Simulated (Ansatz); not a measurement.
**Swapping OH for F on Ge: the HOMO–LUMO gap**

On one Ge centre that keeps H, n of the OH ligands are replaced by F. The HOMO–LUMO gap y in eV at wB97M-V/def2-TZVPP. Shapes, held fixed at every level: PBE0-D4/def2-TZVP. Flexible molecules stand in one conformer, not always the lowest. Programs: Ansatz 0.2.0.

```
 molecule  n  y (eV)
 GeH(OH)3  0   13.19
GeH(OH)2F  1   13.65
GeH(OH)F2  2       ?
    GeHF3  3   15.31
```

Q: Fit y = c + s·n to the known rows and predict GeH(OH)F2.

A: 
1. Means of the 3 rows: n = 1.33333, y = 14.050.
2. Σ(Δn)² = 4.6667, Σ(Δn·Δy) = 3.38, so the slope is 3.38/4.6667 = 0.72428.
3. Intercept: 14.050 − (0.72428) × 1.33333 = 13.084. The largest residual of the fit is 0.16.
4. GeH(OH)F2: 13.084 + (0.72428) × 2 = 14.53 eV.

The run gave 14.25 eV, so the prediction is off by +0.28 eV, more than the scatter of the fit. The step per swap changes from +0.46 to +1.06 eV along the series, so a line misses the bend. Other levels give for GeH(OH)F2: SPW92/def2-TZVPP 6.97; PBE-D4/def2-TZVPP 7.02; r2SCAN0-D4/def2-TZVPP 10.54 eV. Orbital gaps aren't excitation energies, and the LUMO depends on the basis. Relativity is left out for Ge unless named.
